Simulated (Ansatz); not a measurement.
The cluster HfTe₂⁺. The state is a doublet with charge 1. Geometry B3LYP-D4/def2-TZVP, basis def2-TZVP, Ansatz.

```xyz
3

Hf   -0.5440    0.9704    0.4376
Te   -1.3157   -1.4203   -0.1192
Te    1.8597    0.4499   -0.3184
```

```tsv
run	HOMO (eV)	LUMO (eV)
A	-10.52	-8.92
B	-10.89	-8.56
C	-9.91	-9.18
D	-11.95	-7.67
E	-10.25	-9.10
F	-11.64	-7.77
```

In the def2 sets Hf, Te take a core potential; there is no spin–orbit coupling. HSE06 is defined as in plane-wave codes, on full-range PBE exchange. Another isomer (doublet) lies 0.05 eV lower at PBE0-D4/def2-TZVP.

HOMO and LUMO are taken over both spins.

Problem. The runs used BHLYP, CAM-B3LYP, HSE06, PBE0, r2SCAN, revPBE. Estimate which is which.

Solution. A HSE06 (range-separated); B PBE0 (25 % exact exchange); C revPBE (0 % exact exchange); D CAM-B3LYP (range-separated); E r2SCAN (0 % exact exchange); F BHLYP (50 % exact exchange). Exact exchange lowers occupied and raises empty levels; among semilocal functionals meta-GGAs tend to open the gap a little, and such runs are hard to tell apart. The gap grows from 0.73 eV (revPBE) to 4.29 eV (CAM-B3LYP). At BHLYP-D4/def2-TZVP the charge 1 doublet is spin-contaminated (final ⟨S²⟩ up to 0.83, 0.75 for a pure state).
